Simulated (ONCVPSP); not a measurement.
Pd (Z = 46): variants of one ONCV potential

Base potential:

ONCVPSP 4.0.1 input, shortened (lines: element, Z, core and valence counts, functional; n l f; lmax; l rc ep ncon nbas qcut; lloc lpopt rc5 dvloc0; l nproj debl; icmod fcfact rcfact), PBE, scalar-relativistic:

```
  Pd 46.00    6    3        4      upf
    1    0    2.00
    2    0    2.00
    2    1    6.00
    3    0    2.00
    3    1    6.00
    3    2   10.00
    4    0    2.00
    4    1    6.00
    4    2   10.00
    2
    0    1.10    0.00    3    7    6.90
    1    1.20    0.00    4    7    6.70
    2    1.35    0.00    4    7    8.30
    4    5    0.80    1.00
    0    2    3.90
    1    2    2.40
    2    2    1.20
    3    3.50    1.75
```

Cutoffs, loose and tight: the cutoffs (Ha) at which the residual kinetic energy of the hardest occupied pseudo-wave falls to 1 and 0.1 mHa per electron. They do not see the model core or the augmentation charge, which bear on the density cutoff. Test errors are all-electron minus pseudo excitation energies from the reference, over the configurations 4s2 4p6 4d9; 4s2 4p6 4d8; 4s2 4p6 4d7; 4s2 4p5 4d10. A dash means not determined; rows that change the core or the reference have their own tests. The largest error is taken over the tests solved by every variant that gives reliable tests at all: 4s2 4p5 4d10; 4s2 4p6 4d8; 4s2 4p6 4d9.

1 further variants are left out, since the program set their typed debl aside.

| change | outcome | cutoff, loose | cutoff, tight | bound ghosts | GHOST(+) flags above zero | largest test error (meV) |
| --- | --- | --- | --- | --- | --- | --- |
| base | generated | 95 Ha | 164 Ha | none | s | -56 |
| d: rc 1.1, qcut 10.2, nproj 0; local potential the d channel | generated | 95 Ha | 164 Ha | none | s | -49 |
| core correction Teter function, fcfact 3, rcfact 1.15 | generated | 95 Ha | 164 Ha | none | s | -53 |
| p: qcut 4.8 | generated | 95 Ha | 164 Ha | none | s | -55 |
| local potential polynomial inside 0.80 bohr (lpopt 5, dvloc0 1.5 Ha) | generated | 95 Ha | 164 Ha | none | s | -56 |

What comes out with this change to the base: s: qcut 9.1; p: qcut 8.9; d: qcut 11?

outcome: generated; cutoff, loose: 35 Ha; cutoff, tight: 80 Ha; bound ghosts: none; GHOST(+) flags above zero: s; largest test error (meV): -44.

What comes out with this change to the base: p: rc 1.12?

outcome: generated; cutoff, loose: 100 Ha; cutoff, tight: 164 Ha; bound ghosts: none; GHOST(+) flags above zero: s; largest test error (meV): -50.

What comes out with this change to the base: all radii but the core radius scaled by about 0.96 (s 1.06, p 1.16, d 1.30 bohr); local potential polynomial inside 0.78 bohr (lpopt 5, dvloc0 1 Ha)?

outcome: generated; cutoff, loose: 109 Ha; cutoff, tight: 180 Ha; bound ghosts: none; GHOST(+) flags above zero: s; largest test error (meV): -52.
